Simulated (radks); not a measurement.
The numbers below are computed, except where a source is named.
Coulomb parameter of the 4d shell of the silver ion Ag3+ in the model configuration [Kr] 4d7 5s1, as a second difference U = [E(n + 0.5) + E(n - 0.5) - 2 E(n)] / (0.5)^2 with all orbitals relaxed. "Bare": the charge of the atom changes with n. "Screened": the 5s shell takes up the change at fixed total charge, which measures U(4d,4d) + U(5s,5s) - 2 U(4d,5s). Code: a radial shooting solver on a logarithmic mesh with Libxc functionals. Model: scalar-relativistic Kohn-Sham, BLYP, spin-unpolarised, spherical densities, finite nucleus; Fermi nuclear charge, rms radius 4.5454 fm.

start: configuration [Kr] 4d7 5s1; E - E(n) (eV) 0.000
bare +0.5: configuration [Kr] 4d7.5 5s1; E - E(n) (eV) -22.053
bare -0.5: configuration [Kr] 4d6.5 5s1; E - E(n) (eV) 26.018
screened +0.5: configuration [Kr] 4d7.5 5s0.5; E - E(n) (eV) -6.905
screened -0.5: configuration [Kr] 4d6.5 5s1.5; E - E(n) (eV) 7.564

U(bare) = 15.857 eV, U(screened by 5s) = 2.638 eV, against the Slater integral F0(4d,4d) = 20.207 eV with frozen orbitals.
